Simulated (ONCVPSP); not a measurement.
## What one change does to a pseudopotential (indium, ONCV)

ONCVPSP 4.0.1 input, shortened (lines: element, Z, core and valence counts, functional; n l f; lmax; l rc ep ncon nbas qcut; lloc lpopt rc5 dvloc0; l nproj debl; icmod fcfact rcfact), PBE, scalar-relativistic:

```
  In 49.00    9    1        4      upf
    1    0    2.00
    2    0    2.00
    2    1    6.00
    3    0    2.00
    3    1    6.00
    3    2   10.00
    4    0    2.00
    4    1    6.00
    4    2   10.00
    5    0    2.00
    1
    0    2.15    0.00    4    9    2.40
    1    2.25    0.20    4    7    3.60
    0    5    2.15    0.00
    0    0    1.30
    1    2    2.50
    3    2.75    1.10
```

In the p channel the program set the typed energies aside and used 0.050, 2.550 Ha.

All-electron outer shells of the reference configuration (PBE, scalar-relativistic, ld1.x):

```tsv
shell	level (eV)	outermost node (bohr)	outermost maximum (bohr)
4d	-26.07	0.40	0.94
5s	-14.92	1.02	2.11
```

Change: core correction Teter function, fcfact 2.75, rcfact 1.44.

Cutoffs: the cutoffs (Ha) at which the residual kinetic energy of the hardest occupied pseudo-wave falls to 1 and 0.1 mHa per electron; they do not see the model core or the augmentation charge, which bear on the density cutoff. Errors are all-electron minus pseudo energies relative to the spin-unpolarised reference configuration.

What does the change do?

The potential gets neither clearly harder nor softer (28 Ha and 50 Ha → 28 Ha and 50 Ha); of the 4 tests that both files solve, the error grows in 1 and shrinks in 3 by more than 15 % and 0.3 meV (median size 36.9 → 6.8 meV); neither file shows a bound ghost. A model core, the more so a compact one, raises the density cutoff, which this test does not measure.

| quantity | base | changed |
| --- | --- | --- |
| cutoff, loose | 28 Ha | 28 Ha |
| cutoff, tight | 50 Ha | 50 Ha |
| bound ghosts | none | none |
| GHOST(+) flags under 300 eV | none | none |
| error for 5s2 5p1, meV [ΔE -5.36 eV] | +45 | -12 |
| error for 5s1, meV [ΔE 19.24 eV] | +29 | -75 |
| error for 5s2 5p0.5, meV [ΔE -3.42 eV] | +16 | -1.1 |
| error for 5s1 5p2, meV [ΔE 0.48 eV] | +88 | +1.8 |
| s: phases at 2.19 bohr within 0.05 rad from the reference energy up to (Ha; the scan ends near 5) | 0.7 | 0.7 |
| p: phases at 2.28 bohr within 0.05 rad from the reference energy up to (Ha; the scan ends near 5) | 3.6 | 3.6 |
| rms error of d²Exc/dni dnj with the model core, mHa | 12.73 | 4.83 |
